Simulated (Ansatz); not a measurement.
`[SiH3]CS` + `COC(=S)[TeH]` → `COC([SiH3])=S` + `SC[TeH]`  (redistribution)

Program: Ansatz. Geometries: PBE0-D4/def2-TZVP. ΔE: electronic, gas phase. CBS: MP2 limit from def2 TZ/QZ plus the TZ coupled-cluster correction, frozen cores. Functionals use def2-TZVPP. B3LYP here is the variant with VWN-RPA as its local correlation; programs differ in this. def2 core potentials past Kr. For Te outer-core shells are correlated without core-valence functions, which leaves a few kJ/mol of doubt a bond. One conformer a species, not always the lowest.

`[SiH3]CS`:

```xyz
9

Si   -0.878   -0.620   -0.107
C     0.425    0.523    0.615
S     1.398    1.325   -0.688
H    -1.833    0.162   -0.931
H    -1.618   -1.325    0.976
H    -0.205   -1.633   -0.964
H    -0.067    1.339    1.152
H     1.076    0.013    1.327
H     1.702    0.215   -1.381
```

`COC(=S)[TeH]`:

Z-matrix (Å, degrees):
```
C
O 1 1.420
H 1 1.092 2 110.6
H 1 1.088 2 105.5 3 118.7
H 1 1.092 2 110.6 3 -122.5
C 2 1.317 1 122.0 3 61.3
Te 6 2.118 2 124.0 1 -0.1
S 6 1.623 2 121.9 1 179.9
H 7 1.669 6 101.9 2 -0.1
```

`COC([SiH3])=S`:

Z-matrix (Å, degrees):
```
C
O 1 1.424
H 1 1.092 2 111.0
H 1 1.088 2 105.7 3 -118.8
H 1 1.092 2 111.0 3 122.4
C 2 1.325 1 119.3 3 -61.1
S 6 1.625 2 120.5 1 179.9
Si 6 1.908 2 126.8 1 0.0
H 8 1.480 6 107.1 2 -120.7
H 8 1.491 6 114.3 2 -0.6
H 8 1.480 6 107.1 2 119.6
```

`SC[TeH]`:

Cartesian coordinates in Å:
```
S 0.415 0.424 -1.773
C 0.326 0.367 0.018
Te -1.557 -0.451 0.676
H 0.351 -0.902 -1.979
H 1.139 -0.215 0.444
H 0.398 1.399 0.357
H -1.072 -0.622 2.257
```

```json
{"level": "PBE-D4", "ΔE (kJ/mol)": "29.4", "difference from CCSD(T)/CBS": "7.7"}
{"level": "r2SCAN-D4", "ΔE (kJ/mol)": "30.4", "difference from CCSD(T)/CBS": "8.7"}
{"level": "PBE0-D4", "ΔE (kJ/mol)": "26.0", "difference from CCSD(T)/CBS": "4.3"}
{"level": "B3LYP-D4", "ΔE (kJ/mol)": "24.7", "difference from CCSD(T)/CBS": "3.0"}
{"level": "B2PLYP", "ΔE (kJ/mol)": "23.5", "difference from CCSD(T)/CBS": "1.8"}
{"level": "r2SCAN", "ΔE (kJ/mol)": "30.2", "difference from CCSD(T)/CBS": "8.5"}
{"level": "B3LYP", "ΔE (kJ/mol)": "22.6", "difference from CCSD(T)/CBS": "0.9"}
{"level": "HF/def2-TZVPP", "ΔE (kJ/mol)": "11.5", "difference from CCSD(T)/CBS": "-10.2"}
{"level": "MP2/def2-TZVPP", "ΔE (kJ/mol)": "26.3", "difference from CCSD(T)/CBS": "4.6"}
{"level": "SCS-MP2/def2-TZVPP", "ΔE (kJ/mol)": "21.1", "difference from CCSD(T)/CBS": "-0.6"}
{"level": "CCSD/def2-TZVPP", "ΔE (kJ/mol)": "17.7", "difference from CCSD(T)/CBS": "-4.0"}
{"level": "CCSD(T)/def2-TZVPP", "ΔE (kJ/mol)": "20.3", "difference from CCSD(T)/CBS": "-1.4"}
{"level": "HF/def2-QZVPP", "ΔE (kJ/mol)": "11.8", "difference from CCSD(T)/CBS": "-9.9"}
{"level": "HF/CBS(def2)", "ΔE (kJ/mol)": "11.8", "difference from CCSD(T)/CBS": "-9.9"}
{"level": "MP2/CBS(def2)", "ΔE (kJ/mol)": "27.7", "difference from CCSD(T)/CBS": "6.0"}
{"level": "CCSD/CBS(def2)", "ΔE (kJ/mol)": "19.1", "difference from CCSD(T)/CBS": "-2.6"}
{"level": "CCSD(T)/CBS", "ΔE (kJ/mol)": "21.7", "difference from CCSD(T)/CBS": "0"}
```

Largest T1 diagnostic among the species: 0.017.

From PBE to PBE0 (25 % exact exchange), in def2-TZVPP and without D4, ΔE moves by −3.3 kJ/mol. In def2-TZVPP, CCSD(T) changes the Hartree–Fock value by +8.8 kJ/mol (the triples alone add +2.6 kJ/mol) and MP2 by +14.8 kJ/mol.
